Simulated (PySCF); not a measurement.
C₂H₅NOSi, SMILES C#C[Si@H](N)O. Atoms are numbered in the order given.

```xyz
10

C      2.3956    -0.7499     0.5464
C      1.2234    -0.4500     0.4093
Si    -0.5504     0.0157     0.2202
N     -1.0309    -0.7002    -1.2695
O     -0.7612     1.6672     0.2230
H      3.4301    -1.0138     0.6715
H     -1.3145    -0.4142     1.4143
H     -0.4429    -1.3874    -1.7281
H     -2.0033    -0.7785    -1.5478
H     -0.3715     2.1367    -0.5252
```

The structure is a stationary point at B3LYP-D3(BJ)/def2-SVP. The structure was generated by enumeration; whether it is a known compound was not checked. One conformer was computed; it need not be the lowest.

Calculation: SMD-ωB97X/def2-SVP (PySCF).

Solvation free energies are E(SMD) − E(gas) at the gas-phase geometry, for 1 M in both phases. In vacuum the dipole moment is 2.36 D.

| solvent | ΔG(solv) (kcal/mol) | its non-electrostatic (CDS) part | dipole (D) |
|---|---|---|---|
| water | [?] | [?] | [?] |
| benzene | -2.4 | 1.0 | 2.57 |
| diethylether | -4.1 | 1.0 | 2.69 |

**Question.** What belongs in the gaps? (The exact figures need the calculation; the answer reports its results.)

**Answer.** 
- water, ΔG(solv) (kcal/mol): -4.8
- water, its non-electrostatic (CDS) part: 5.7
- water, dipole (D): 3.02
